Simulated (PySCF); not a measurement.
The dipole of `CN(C)C(C1CC1)=O` from its density and from atomic charges.

Coordinates (GFN2-xTB, Å) and charges (e) from the PBE0/pcSseg-1 density (PySCF):

```
atom       x       y       z  Mulliken      IAO  Hirshfeld  ESP-fitted
  C1  -1.068   0.938   1.286   -0.0583  -0.3106    -0.0606     -0.3412
  N2  -1.188   0.015   0.184   -0.7088  -0.1785    -0.0441     -0.0119
  C3  -2.532  -0.306  -0.238   -0.0721  -0.3161    -0.0690     -0.3034
  C4  -0.137  -0.585  -0.431   +0.6126  +0.4149    +0.1697     +0.4436
  O5  -0.287  -1.312  -1.397   -0.4579  -0.5207    -0.2854     -0.4990
  C6   1.216  -0.283   0.138   -0.4068  -0.1977    -0.0542     -0.1859
  C7   2.126   0.602  -0.676   -0.1889  -0.2826    -0.0823     -0.2137
  C8   2.405  -0.859  -0.573   -0.1419  -0.2787    -0.0856     -0.3422
  H9  -1.948   1.582   1.300   +0.1192  +0.1518    +0.0523     +0.1486
 H10  -1.011   0.415   2.247   +0.1171  +0.1358    +0.0416     +0.1112
 H11  -0.188   1.568   1.170   +0.1372  +0.1549    +0.0482     +0.1058
 H12  -2.462  -1.010  -1.065   +0.1482  +0.1822    +0.0454     +0.1309
 H13  -3.054   0.593  -0.572   +0.1126  +0.1370    +0.0428     +0.1135
 H14  -3.092  -0.762   0.582   +0.1100  +0.1362    +0.0419     +0.1128
 H15   1.263  -0.200   1.216   +0.1346  +0.1472    +0.0455     +0.1511
 H16   1.742   0.978  -1.613   +0.1382  +0.1557    +0.0498     +0.1371
 H17   2.765   1.297  -0.151   +0.1283  +0.1487    +0.0479     +0.1199
 H18   3.244  -1.189   0.021   +0.1264  +0.1499    +0.0495     +0.1591
 H19   2.195  -1.473  -1.434   +0.1504  +0.1707    +0.0468     +0.1637
```

Problem. What dipole does each set of charges give (1 e·Å = 4.803 D), and what does the density give?

Solution. The full density gives (-0.39, 2.46, 2.87) D, 3.80 D in size; dipole vectors point from the negative to the positive end.

| scheme | μx | μy | μz | size (D) | share of the full size (%) | angle to the full dipole (°) |
| --- | --- | --- | --- | --- | --- | --- |
| Mulliken | -0.11 | 2.45 | 2.25 | 3.33 | 88 | 8 |
| IAO | -0.46 | 2.82 | 3.22 | 4.30 | 113 | 1 |
| Hirshfeld | -0.39 | 1.80 | 2.04 | 2.75 | 72 | 3 |
| ESP-fitted | -0.37 | 2.45 | 2.85 | 3.78 | 99 | 0 |

Problem. Which set comes closest?

Solution. Length of the difference vector: ESP-fitted 0.03 D, IAO 0.50 D, Mulliken 0.68 D, Hirshfeld 1.06 D. Closest: ESP-fitted. The schemes that divide the density aren't constrained to reproduce the dipole.

Problem. What is left for the Hirshfeld atoms' own dipoles?

Solution. The Hirshfeld atoms' densities add up to the full density, so μ = Σ q r + Σ (atomic dipoles). The atomic dipoles sum to (-0.39, 2.46, 2.87) − (-0.39, 1.80, 2.04) = (0.00, 0.66, 0.83) D, 1.06 D in size.

Problem. With the origin at the mean of the coordinates, (-0.001, 0.000, 0.000) Å, which are the largest single terms, by size, of the ESP-fitted dipole along the direction of the full one?

Solution. O5 +4.50, C1 -2.77, C8 +2.03, H19 -1.78, H9 +1.57 D; all 19 atoms together +3.78 D. The single terms depend on the origin, their sum doesn't.

Problem. Give the size of the full dipole in other units.

Solution. 3.80 D = 1.496 au = 0.791 e·Å = 12.68 × 10⁻³⁰ C·m.

Isolated species at its GFN2-xTB geometry (one conformer only).

Shape of the structure used: `[CH3:1][N:2]([CH3:3])[C:4](=[O:5])[CH:6]1[CH2:7][CH2:8]1`: C1–N2–C4–O5 -177°, N2–C4–C6–C7 -108°.
